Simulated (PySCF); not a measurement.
**Basis-set dependence of population analyses: `[SiH3]PBCl`**

BClH5PSi.
Numbering: `[SiH3:1][PH:2][BH:3][Cl:4]` (hydrogens: H5, H6, H7 on Si1; H8 on P2; H9 on B3)

PBE0 throughout (PySCF), one geometry, spherical d and f functions. Geometry: PBE0-D3(BJ)/def2-SVP, one conformer, isolated molecule. Atoms taken as equivalent share a column and are averaged.

Mulliken charges (e):

| basis | functions | Si1 | P2 | B3 | Cl4 | H5/H6/H7 | H8 | H9 |
| --- | --- | --- | --- | --- | --- | --- | --- | --- |
| STO-3G | 37 | +0.404 | +0.141 | +0.044 | -0.196 | -0.103 | -0.055 | -0.029 |
| 6-31G | 58 | +0.416 | -0.074 | -0.121 | -0.077 | -0.073 | +0.021 | +0.055 |
| pcSseg-0 | 58 | +0.247 | -0.396 | +0.079 | -0.182 | -0.007 | +0.138 | +0.134 |
| 6-31G* | 78 | +0.273 | -0.138 | -0.035 | -0.101 | -0.039 | +0.058 | +0.059 |
| cc-pVDZ | 93 | +0.148 | -0.099 | +0.004 | -0.074 | -0.019 | +0.049 | +0.028 |
| def2-SVP | 93 | +0.246 | -0.158 | +0.038 | -0.060 | -0.040 | +0.038 | +0.016 |
| aug-cc-pVDZ | 149 | -0.627 | -0.727 | -0.243 | -0.255 | +0.262 | +0.430 | +0.637 |
| 6-311+G(2d,p) | 162 | +0.191 | -0.036 | +0.008 | -0.166 | -0.037 | +0.076 | +0.038 |
| def2-TZVP | 172 | +0.076 | -0.148 | +0.073 | -0.116 | -0.002 | +0.084 | +0.037 |
| cc-pVTZ | 202 | +0.106 | -0.079 | +0.004 | -0.078 | -0.009 | +0.045 | +0.029 |
| IGLO-III | 217 | +0.597 | -0.109 | +0.101 | -0.082 | -0.138 | -0.037 | -0.056 |

IAO charges (e):

| basis | functions | Si1 | P2 | B3 | Cl4 | H5/H6/H7 | H8 | H9 |
| --- | --- | --- | --- | --- | --- | --- | --- | --- |
| STO-3G | 37 | +0.475 | +0.100 | -0.173 | -0.047 | -0.114 | -0.026 | +0.013 |
| 6-31G | 58 | +0.290 | -0.007 | -0.143 | -0.040 | -0.056 | +0.029 | +0.039 |
| pcSseg-0 | 58 | +0.259 | -0.033 | -0.145 | -0.032 | -0.045 | +0.046 | +0.039 |
| 6-31G* | 78 | +0.412 | +0.003 | -0.121 | -0.047 | -0.093 | +0.006 | +0.028 |
| cc-pVDZ | 93 | +0.408 | -0.003 | -0.123 | -0.044 | -0.092 | +0.011 | +0.029 |
| def2-SVP | 93 | +0.422 | -0.003 | -0.124 | -0.035 | -0.097 | +0.008 | +0.024 |
| aug-cc-pVDZ | 149 | +0.409 | -0.006 | -0.120 | -0.050 | -0.092 | +0.013 | +0.030 |
| 6-311+G(2d,p) | 162 | +0.435 | +0.003 | -0.129 | -0.046 | -0.100 | +0.007 | +0.030 |
| def2-TZVP | 172 | +0.443 | +0.002 | -0.127 | -0.045 | -0.102 | +0.006 | +0.029 |
| cc-pVTZ | 202 | +0.430 | -0.003 | -0.123 | -0.047 | -0.098 | +0.009 | +0.029 |
| IGLO-III | 217 | +0.439 | +0.003 | -0.132 | -0.042 | -0.102 | +0.007 | +0.030 |

Hirshfeld charges (e):

```csv
basis,functions,Si1,P2,B3,Cl4,H5/H6/H7,H8,H9
STO-3G,37,+0.310,+0.060,+0.126,-0.178,-0.074,-0.025,-0.070
6-31G,58,+0.249,-0.041,+0.075,-0.073,-0.058,+0.007,-0.044
pcSseg-0,58,+0.268,-0.025,+0.057,-0.055,-0.062,+0.001,-0.059
6-31G*,78,+0.251,-0.042,+0.091,-0.077,-0.062,+0.008,-0.043
cc-pVDZ,93,+0.265,-0.021,+0.072,-0.060,-0.068,0.000,-0.053
def2-SVP,93,+0.269,-0.018,+0.065,-0.046,-0.070,-0.002,-0.058
aug-cc-pVDZ,149,+0.264,-0.026,+0.072,-0.060,-0.066,-0.001,-0.050
"6-311+G(2d,p)",162,+0.267,-0.025,+0.069,-0.059,-0.067,-0.001,-0.049
def2-TZVP,172,+0.262,-0.025,+0.073,-0.060,-0.067,+0.001,-0.050
cc-pVTZ,202,+0.262,-0.025,+0.074,-0.061,-0.066,0.000,-0.051
IGLO-III,217,+0.259,-0.015,+0.065,-0.052,-0.066,-0.002,-0.055
```

Some averages cover members that differ in this geometry, most widely: H5/H6/H7, Mulliken in aug-cc-pVDZ +0.233 to +0.287 e.

**Question.** Which scheme is steadiest as the basis changes?

**Answer.** Largest range over the bases for any column: Hirshfeld 0.13 e, IAO 0.22 e, Mulliken 1.22 e. Hirshfeld charges move least and Mulliken charges most, counted in e. Without the minimal STO-3G basis the ranges are Hirshfeld 0.03, IAO 0.18, Mulliken 1.22 e.

**Question.** How much do the charges still move between the two largest bases, cc-pVTZ and IGLO-III?

**Answer.** At most, over all atoms: Mulliken 0.491 e, IAO 0.009 e, Hirshfeld 0.009 e.

**Question.** What do the same runs give for the total energy, the frontier levels and the dipole moment?

**Answer.** 
```tsv
basis	energy (Eh)	HOMO (eV)	LUMO (eV)	μ (D)
STO-3G	-1106.0011	-4.79	1.43	2.37
6-31G	-1118.3507	-7.46	-1.73	1.85
pcSseg-0	-1117.1457	-7.70	-1.97	1.87
6-31G*	-1118.4330	-7.48	-1.68	1.37
cc-pVDZ	-1118.4976	-7.47	-1.70	1.15
def2-SVP	-1118.1324	-7.48	-1.69	1.06
aug-cc-pVDZ	-1118.5035	-7.55	-1.85	1.23
6-311+G(2d,p)	-1118.5317	-7.57	-1.88	1.19
def2-TZVP	-1118.5356	-7.55	-1.84	1.11
cc-pVTZ	-1118.5479	-7.55	-1.82	1.12
IGLO-III	-1118.5312	-7.53	-1.79	1.09
```

The dipole is fixed by the density alone, so its range of 1.31 D shows that the density itself changes with the basis, not only its division among atoms.
